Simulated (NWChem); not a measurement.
System: ZnH2SeS; SMILES [SeH][Zn][SH]

Here is an NWChem input.

```
start job
memory heap 200 mb stack 900 mb global 1100 mb
geometry units angstroms noautoz
  Zn     0.110809     0.534185    -0.008850
  S      0.012632     2.685081    -0.344766
  H      0.886888     2.942530     0.655271
  Se     0.195114    -1.725693     0.340965
  H      1.302256    -1.852730    -0.622759
end
basis spherical
  * library def2-svp
end
dft
  xc xwpbe 0.80 cpbe96 1.0 hfexch 1.00
  cam 0.2 cam_alpha 0.2 cam_beta 0.8
  iterations 150
  vectors input atomic output neutral.movecs
end
task dft energy
charge 1
dft
  odft
  mult 2
  vectors input atomic output cation.movecs
end
task dft energy
```

Excerpt of the output:

```
             Northwest Computational Chemistry Package (NWChem) 7.3.0
             --------------------------------------------------------

 C1  symmetry detected

                             Geometry "geometry" -> ""
                             -------------------------

 Output coordinates in angstroms (scale by  1.889725989 to convert to a.u.)

  No.       Tag          Charge          X              Y              Z
 ---- ---------------- ---------- -------------- -------------- --------------
    1 Zn                  30.0000    -0.01060332     0.52437353    -0.01695093
    2 S                   16.0000    -0.00499547     2.70340384    -0.04199739
    3 H                    1.0000    -0.10291615     2.77971321     1.30532068
    4 Se                  34.0000    -0.02769962    -1.76388249    -0.00606259
    5 H                    1.0000     1.44273052    -1.79337585     0.08129352

 Effective nuclear repulsion energy (a.u.)     452.9102487062

  pbe96 is a nonlocal functional; adding pw91lda local functional.

                                 NWChem DFT Module
                                 -----------------

 Summary of "ao basis" -> "ao basis" (spherical)
 ------------------------------------------------------------------------------
       Tag                 Description            Shells   Functions and Types
 ---------------- ------------------------------  ------  ---------------------
 Zn                         def2-svp                11       31   5s3p2d1f
 S                          def2-svp                 8       18   4s3p1d
 H                          def2-svp                 3        5   2s1p
 Se                         def2-svp                12       32   5s4p3d

            General Information
            -------------------
          SCF calculation type: DFT
          Wavefunction type:  closed shell.
          No. of atoms     :     5
          No. of electrons :    82
           Alpha electrons :    41
            Beta electrons :    41
          Charge           :     0
          Spin multiplicity:     1
          Use of symmetry is: off; symmetry adaption is: off
          Maximum number of iterations: 150
          AO basis - number of functions:    91
                     number of shells:    37
          Convergence on energy requested:  1.00D-06
          Convergence on density requested:  1.00D-05
          Convergence on gradient requested:  5.00D-04

              XC Information
              --------------
                     Hartree-Fock (Exact) Exchange  1.000
                     LC-wPBE(h)Exchange Functional  0.800
            Perdew 1991 LDA Correlation Functional  1.000 local
           PerdewBurkeErnz. Correlation Functional  1.000 non-local

           Range-Separation Parameters
           ---------------------------
           Alpha           :  0.20
           Beta            :  0.80
           Gamma           :  0.20
           Short-Range HF  :     F

             Grid Information
             ----------------
          Grid used for XC integration:  medium
          Radial quadrature: Mura-Knowles
          Angular quadrature: Lebedev.
          Tag              B.-S. Rad. Rad. Pts. Rad. Cut. Ang. Pts.
          ---              ---------- --------- --------- ---------
          Zn                  1.35      112           9.0       590
          S                   1.00       88          12.0       590
          H                   0.35       45          12.0       434
          Se                  1.15      112          12.0       590
          Grid pruning is: on
          Number of quadrature shells:   402
          Spatial weights used:  Erf1

      Superposition of Atomic Density Guess
      -------------------------------------

 Sum of atomic energies:       -4575.41914163

      Non-variational initial energy
      ------------------------------

 Total energy =   -4576.052138
 1-e energy   =   -7281.970268
 2-e energy   =    2253.007881
 HOMO         =      -0.295336
 LUMO         =      -0.011889

   convergence    iter        energy       DeltaE   RMS-Dens  Diis-err
 ---------------- ----- ----------------- --------- --------- ---------
 d= 0,ls=0.0,diis     1  -4579.0221857127 -5.03D+03  9.81D-03  3.52D-01
 d= 0,ls=0.0,diis     2  -4579.0615801828 -3.94D-02  3.06D-03  9.85D-02
 d= 0,ls=0.0,diis     3  -4579.0719295893 -1.03D-02  7.90D-04  5.97D-03
 d= 0,ls=0.0,diis     4  -4579.0724298847 -5.00D-04  2.16D-04  1.12D-03
 d= 0,ls=0.0,diis     5  -4579.0725194192 -8.95D-05  1.03D-04  1.18D-04
  Resetting Diis
 d= 0,ls=0.0,diis     6  -4579.0725308562 -1.14D-05  4.48D-05  8.21D-06
 d= 0,ls=0.0,diis     7  -4579.0725325614 -1.71D-06  1.10D-05  3.97D-07
 d= 0,ls=0.0,diis     8  -4579.0725326412 -7.97D-08  4.27D-06  2.35D-07

         Total DFT energy =    -4579.072532641174
      One electron energy =    -7280.726490916693
           Coulomb energy =     2432.872532743607
    Exchange-Corr. energy =     -184.128823174277
 Nuclear repulsion energy =      452.910248706190

 Numeric. integr. density =       81.999986668168

                       DFT Final Molecular Orbital Analysis
                       ------------------------------------

 Vector   39  Occ=2.000000D+00  E=-3.648399D-01
              MO Center= -8.0D-03,  2.9D-01, -2.1D-02, r^2= 6.3D+00
   Bfn.  Coefficient  Atom+Function         Bfn.  Coefficient  Atom+Function
  ----- ------------  ---------------      ----- ------------  ---------------
    67      0.346914  4 Se py                43      0.344912  2 S  py
    70      0.337933  4 Se py                13     -0.285531  1 Zn py
    40      0.285198  2 S  py                64     -0.223966  4 Se py
    37      0.164288  2 S  py                10      0.136420  1 Zn py
    35      0.125171  2 S  s                 58     -0.119616  4 Se s

[...]
```

Level: LRC-wPBEh/def2-SVP, vertical spin-unrestricted ions. All runs use the structure optimised with PBE0/def2-SVP.
